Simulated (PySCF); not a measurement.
# Working out the excitation energy of N

N [He] 2s2 2p3 (4S) → N [He] 2s1 2p4 (4P). Computed with PySCF 2.14 in aug-cc-pVTZ-DK, with scalar relativity by spin-free X2C-1e. Frozen: 1s2. Energies in hartree (1 hartree = 27.21139 eV):

| part | N (lower) | N (upper) |
| --- | --- | --- |
| UHF | -54.430360 | -54.029229 |
| CCSD correlation | -0.113244 | -0.114019 |
| (T) | -0.002557 | -0.004925 |

Task: What does Hartree-Fock give?

Result: (-54.029229) − (-54.430360) = 0.401131 hartree = 10.915 eV.

Task: What do CCSD and CCSD(T) give?

Result: The CCSD correlation energies differ by -0.000775 hartree = -0.021 eV and the triples by -0.002368 hartree = -0.064 eV, so CCSD gives 10.894 eV and CCSD(T) 10.830 eV.

Measured between the centres of the two terms (NIST): 10.927 eV, so CCSD(T) (valence) is off by -0.097 eV.

The coupled-cluster amplitudes are large, so a single reference is strained.

What remains against the reference includes basis incompleteness, the frozen core and higher excitations.
